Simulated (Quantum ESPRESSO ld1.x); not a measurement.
ld1.x (Quantum ESPRESSO 7.5) input

```
 &input
    zed=42.0,
    iswitch=1,
    rel=1,
    dft='REVPBE',
    config='[He] 2s1 2p0 3s0',
    verbosity='high',
    prefix='ld1',
    max_out_wfc=37,
    file_charge='ld1.rho',
 /
```

Command: `OMP_NUM_THREADS=1 ld1.x < ld1.in > ld1.out`

Output:

```
     Program LD1 v.7.5 starts

     --------------------------- All-electron run ----------------------------

     scalar relativistic calculation

     atomic number is 42.00
     dft =REVPBE   lsd =0 sic =0 latt =0  beta=0.20 tr2=1.0E-14
     Exchange-correlation= REVPBE
                           (   1   4   4   4   0   0   0)
     mesh =2043 r(mesh) =  99.31835 a.u. xmin = -8.00 dx = 0.00800
     1 Ry =  13.60569312 eV, c = 137.03599908

     n l     nl                  e(Ry)          e(Ha)          e(eV)
     1 0     1S 1( 2.00)   -1716.319346618    -858.159673309 -23351.7143311
     2 0     2S 1( 1.00)    -414.398381555    -207.199190778  -5638.1772101
     2 1     2P 1( 0.00)    -401.514476607    -200.757238304  -5462.8827532
     3 0     3S 1( 0.00)    -179.908471307     -89.954235654  -2447.7794508

     final scf error:  3.4E-15 reached in  14 iterations

     Etot =   -3980.544880 Ry,   -1990.272440 Ha,  -54158.072094 eV

     Ekin =    4173.924822 Ry,    2086.962411 Ha,   56789.140250 eV
     Encl =   -8242.515271 Ry,   -4121.257635 Ha, -112145.133337 eV
     Eh   =     149.569001 Ry,      74.784500 Ha,    2034.989922 eV
     Exc  =     -61.523432 Ry,     -30.761716 Ha,    -837.068929 eV

     normalization and overlap integrals

     s(1S/1S) =  1.000000  <r> =   0.0349  <r2> =    0.0016  r(max) =   0.0229
     s(1S/2S) = -0.009788
     s(1S/3S) = -0.004972
     s(2S/2S) =  1.000000  <r> =   0.1427  <r2> =    0.0238  r(max) =   0.1237
     s(2S/3S) = -0.003233
     s(2P/2P) =  1.000000  <r> =   0.1220  <r2> =    0.0179  r(max) =   0.0973
     s(3S/3S) =  1.000000  <r> =   0.3265  <r2> =    0.1212  r(max) =   0.3155

     ------------------------ End of All-electron run ------------------------
```

Run on one thread of a shared host, so times are rough (Intel(R) Xeon(R) Processor @ 2.60GHz): 0.57 s of CPU time, 0.6 s wall, 14 iterations on 2043 mesh points.
